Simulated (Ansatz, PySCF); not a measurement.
C$_{2}$H$_{4}$N$_{3}$ (SMILES c1n[nH]c[nH+]1), charge +1, singlet, geometry from GFN2-xTB. Base run: BLYP/STO-3G run with PySCF.

Input for PySCF:
```python
from pyscf import gto, scf, dft

mol = gto.Mole()
mol.atom = '''
    C    -0.72438958   -0.87288884   -0.09129060
    N     0.55762667   -1.03705194   -0.15259445
    N     1.09045631    0.16973986   -0.01179850
    C     0.15167649    1.09037013    0.13747465
    N    -1.01674140    0.44847481    0.09012567
    H    -1.44403652   -1.66418423   -0.17208821
    H     2.10037297    0.28380633   -0.02835101
    H     0.29970022    2.14638776    0.27058309
    H    -1.93914925    0.86096327    0.17262278
'''
mol.basis = 'sto-3g'
mol.charge = 1
mol.verbose = 4
mol.build()

mf = dft.RKS(mol)
mf.xc = 'blyp'
mf.kernel()
```

The same geometry, method and basis name were run in Ansatz (a quantum-chemistry and plane-wave program) and PySCF, at each program's defaults and at the settings that a row names. The base is PySCF at its defaults. Differences at the defaults can come from grids, fitting, cores and function types together.

| code and settings | ΔE vs base (mEh) | basis functions | E (Eh) | SCF cycles |
|---|---|---|---|---|
| PySCF, defaults (exact integrals, its default grid, spherical functions) | 0.000 | 29 | -239.39454 | 10 |
| Ansatz, defaults (factorised integrals, its default grid, spherical functions) | 0.001 | 29 | -239.39454 | - |
| PySCF, density fitting with def2-universal-jkfit | -1.651 | 29 | -239.39619 | 10 |
| PySCF, fine grid | 0.003 | 29 | -239.39454 | 10 |
| Ansatz, high accuracy | 0.004 | 29 | -239.39454 | - |
